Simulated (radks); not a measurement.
Values are calculated unless marked as measured or tabulated.
Excited configurations of Hg XL: one electron is placed in a higher orbital outside [Kr] 4d4. The ground configuration is [Kr] 4d5. Code: a radial shooting solver on a logarithmic mesh with Libxc functionals. Model: scalar-relativistic Kohn-Sham, PBE, spin-polarised, spherical densities, point nucleus; open shells are filled with parallel spins first (spin-orbit coupling, left out, can overturn this in heavy ions). Excitation = E - E(ground); binding = E(ion) - E, where the ion is the core of charge +40; n* = 40/sqrt(2 binding) in atomic units.

outer orbital,excitation (eV),binding (eV),eigenvalue (eV),<r> (bohr)
4f,235.15,1625.5,-1594.0,0.3558
5s,565.23,1295.4,-1278.8,0.6387
5p,660.42,1200.2,-1184.4,0.6659
5f,872.32,988.33,-972.24,0.6785
6s,1025.5,835.15,-826.30,0.9864
6d,1133.8,726.89,-718.49,1.060
7s,1276.5,584.18,-577.79,1.406
7p,1306.4,554.24,-548.27,1.458
7d,1341.2,519.42,-513.75,1.508
7f,1373.9,486.76,-480.98,1.533

The Delta-SCF ionisation energy is 1860.6 eV (NIST Atomic Spectra Database: 1839 eV, theoretical). Self-interaction in the functional shifts the binding energies and quantum defects, so they are the method's values and not measured ones. Open shells are spherical and high-spin; term and fine-structure splittings are not resolved. Spin-orbit splitting is averaged out at the scalar-relativistic level.
